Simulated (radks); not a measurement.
Results of a calculation; reference values are marked as such.
Charge is removed step by step from the 2s up level of Be+, starting from [He] 2s(up 1, down 0). Code: a radial shooting solver on a logarithmic mesh with Libxc functionals. Model: non-relativistic Kohn-Sham, PBE, spin-polarised, spherical densities, point nucleus.

removed (e)	E - E(0) (eV)	eigenvalue (eV)
0	0.000	-14.472
0.1	1.489	-15.316
0.2	3.063	-16.156
0.3	4.720	-16.989
0.4	6.460	-17.809
0.5	8.282	-18.611
0.6	10.182	-19.389
0.7	12.158	-20.136
0.8	14.208	-20.851
0.9	16.327	-21.529

The mean slope of the eigenvalue, de/dn, is 7.84 eV per electron.
